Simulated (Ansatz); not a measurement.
Problem. Name a neutral molecule of F, O, W and H with LUMO energy (PBE/def2-TZVPP) between -2.90 and -2.60 eV and size of the dipole moment (PBE/def2-TZVPP) between 2.90 and 3.20 D (Ansatz, PBE0-D4/def2-TZVP geometry).

Solution. `[O]=[W](=[O])([OH])[F]` (-2.75 eV, 3.16 D). Other molecules can fit too; these were computed, each in one conformer that needn't be the lowest.
